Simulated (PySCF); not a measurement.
Compound: C4H2Cl3NO.
Bonds: N1–C2, C2–O3 (double), C2–C4, C4–C5 (triple), C5–C6, C6–Cl7, C6–Cl8, C6–Cl9. Hydrogens: H10, H11 on N1.

A PySCF run (density fitting, gas phase, GFN2-xTB geometry) gave HOMO -6.41 eV, LUMO -2.62 eV, dipole 3.67 D.

Question: Which of these levels was it?
A. BHandHLYP/pcSseg-1
B. wB97X/pcSseg-1
C. BP86/def2-SVP

Answer: C. It is BP86/def2-SVP. All candidates on this geometry:

```
                                                  level and settings                    kind  basis functions  SCF cycles      E (Eh)  HOMO (eV)  LUMO (eV)  dipole (D)
                                     BP86/def2-SVP, start guess vsap                     GGA              148          17  -1663.6197      -6.41      -2.62        3.67
BHandHLYP/pcSseg-1, grid level 1, fitting basis def2-universal-jkfit           global hybrid              184          12  -1663.8586      -9.76      -0.88        3.86
                                  wB97X/pcSseg-1, start guess huckel  range-separated hybrid              184          16  -1663.9601     -10.75       0.16        3.83
```

The nearest other candidate, by the summed differences of HOMO and LUMO, is BHandHLYP/pcSseg-1: its HOMO differs by -3.35 eV and its LUMO by +1.74 eV.

Conformer computed: `[NH2:1][C:2](=[O:3])[C:4]#[C:5][C:6]([Cl:7])([Cl:8])[Cl:9]`: H–N1–C2–O3 180°, H–N1–C2–O3 0°.
